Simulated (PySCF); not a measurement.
## Structure from 2D NMR

Compound of formula C3H13BN2Si2. Correlations simulated from computed shifts and the bond graph:

HSQC (one-bond C–H):
| δH | δC |
| --- | --- |
| 2.38 | 11.7 |
| 1.47 | 11.1 |

COSY cross peaks (H two or three bonds apart, from the bond graph; peaks can be absent where the dihedral angle is near 90°):
| δH | δH |
| --- | --- |
| 2.38 | 1.47 |

HMBC (two and three bonds, from the bond graph):
| δH | δC |
| --- | --- |
| 2.98 | 123.0 |
| 2.38 | 123.0, 11.1 |
| 1.47 | 123.0, 11.7 |

Carbons without hydrogens: δ 123.0.

PySCF 2.14.0 with density-fitted response routines calculation with shielding tensors at CAM-B3LYP/pcSseg-1 (GIAO) and coordinates at the PBE0-D3(BJ)/def2-SVP level; averaged over atoms made equivalent by symmetry, fast rotation or ring inversion, relativity neglected, a single conformation, isolated molecule.

Scale: TMS for ¹H, ¹³C (reference shieldings calculated alike).

Exchangeable hydrogens are left out of these lists.

Question: Assemble the structure.

Answer: `CCC#[N+][BH2-]N([SiH3])[SiH3]`.

Numbering as in the mapped SMILES `[CH3:1][CH2:2][C:3]#[N+:4][BH2-:5][N:6]([SiH3:7])[SiH3:8]`. Each H is labelled by its parent atom.

δC 123.0 is C3, a nitrilium-type carbon. δC 11.7 is C2, an sp3 CH2 α to a nitrile (δH 2.38). δC 11.1 is C1, a methyl carbon (δH 1.47). HMBC from δH 2.98 reaches the proton-free carbon C3. HMBC from δH 2.38 reaches the proton-free carbon C3. HMBC from δH 1.47 reaches the proton-free carbon C3. COSY links 2.38–1.47.

The shifts were computed for this structure.

Hydrogens on boron are broadened and split by ¹¹B (spin 3/2, 80 %) and 10B (spin 3). Shifts are as computed, not scaled to solution data. Of 1211 compounds with measured shifts, 218 miss one by over three times the rms of a fit or turn the order of signals round; such compounds aren't used in these exercises.
